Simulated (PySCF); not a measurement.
CS, singlet, geometry from GFN2-xTB.

Input for PySCF:
```python
from pyscf import gto, scf, dft

mol = gto.Mole()
mol.atom = '''
    C    -0.00000000   -0.00000000   -1.10635751
    S     0.00000000    0.00000000    0.41488407
'''
mol.basis = '6-31g*'
mol.verbose = 4
mol.build()

mf = dft.RKS(mol)
mf.xc = 'revpbe'
mf.kernel()
```

**Question.** What dipole moment does REVPBE/6-31G* run with PySCF give?

**Answer.** 1.66 D

**Question.** Predict the number of basis functions from REVPBE/6-31G*.

**Answer.** 32

**Question.** Give the total energy at the level REVPBE/6-31G*.

**Answer.** -436.1108 Eh

**Question.** What Mulliken (on the basis functions themselves) charges in atom order does REVPBE/6-31G* give?

**Answer.** C1 -0.12, S2 0.12

**Question.** Give the nuclear repulsion energy at the level REVPBE/6-31G*.

**Answer.** 33.3944 Eh

**Question.** What is the computed HOMO-LUMO gap (REVPBE/6-31G*)?

**Answer.** 4.10 eV
